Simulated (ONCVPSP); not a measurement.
## chlorine: variants of one ONCV potential

Base potential:

- Element: Cl
- Generator: ONCVPSP 4.0.1
- Type: optimised norm-conserving Vanderbilt (ONCV)
- Functional: PBE
- Relativity: scalar-relativistic
- Frozen core: [Ne]
- Valence charge: 7
- Reference configuration: 3s2 3p5
- Partial waves: 3s: rc 1.40 bohr, ncon 5, nbas 9, qcut 4.1 1/bohr, 1 projector; 3p: rc 1.10 bohr, ncon 4, nbas 7, qcut 8.2 1/bohr, 2 projectors, debl 3.6 Ha; d scattering state at 0.27 Ha: rc 1.10 bohr, ncon 5, nbas 9, qcut 7.3 1/bohr, local
- Local potential: the d channel
- Core correction: Teter function, fcfact 3, rcfact 1.8

All-electron outer shells of the reference configuration (PBE, scalar-relativistic, ld1.x):

```json
{"shell": "2s", "level (eV)": "-252.70", "outermost node (bohr)": "0.12", "outermost maximum (bohr)": "0.36"}
{"shell": "2p", "level (eV)": "-191.63", "outermost node (bohr)": "–", "outermost maximum (bohr)": "0.30"}
{"shell": "3s", "level (eV)": "-20.69", "outermost node (bohr)": "0.55", "outermost maximum (bohr)": "1.29"}
{"shell": "3p", "level (eV)": "-8.59", "outermost node (bohr)": "0.53", "outermost maximum (bohr)": "1.43"}
```

Cutoffs, loose and tight: the cutoffs (Ha) at which the residual kinetic energy of the hardest occupied pseudo-wave falls to 1 and 0.1 mHa per electron. They do not see the model core or the augmentation charge, which bear on the density cutoff. Test errors are all-electron minus pseudo excitation energies from the reference, over the configurations 3s2 3p4; 3s2 3p3; 3s2 3p2; 3s2 3p1. A dash means not determined; rows that change the core or the reference have their own tests.

A true bound ghost makes a file unfit for plane-wave use even where its test errors are small: the radial tests pick states by their node count and pass the ghost by.

| change | outcome | cutoff, loose | cutoff, tight | bound ghosts | GHOST(+) flags above zero | largest test error (meV) |
| --- | --- | --- | --- | --- | --- | --- |
| base | generated | 86 Ha | 110 Ha | none | p | +11 |
| all radii but the core radius scaled by about 1.31 (s 1.82, p 1.44, d 1.44 bohr) | generated | 32 Ha | 64 Ha | none | none | +179 |
| core correction Teter function, fcfact 3, rcfact 1.2 | generated | 86 Ha | 110 Ha | none | p | +202 |
| core correction Teter function, fcfact 3, rcfact 1.26 | generated | 86 Ha | 110 Ha | none | p | +199 |
| d: nproj 1; local potential polynomial inside 1.00 bohr (lpopt 3, dvloc0 -1 Ha) | generated | 86 Ha | 110 Ha | none | p | +16 |
| p: qcut 6 | generated | 86 Ha | 115 Ha | none | p | +12 |
| s: ncon 3, nbas 7 | generated | 58 Ha | 109 Ha | none | p | +79 |
| p: qcut 7.6 | generated | 86 Ha | 113 Ha | none | p | +12 |
| s: nproj 3 | generated | 86 Ha | 110 Ha | s | s, p | -81 |
| s: qcut 6; p: qcut 12; d: qcut 10.7 | generated | 50 Ha | 61 Ha | p, s | none | +227 |
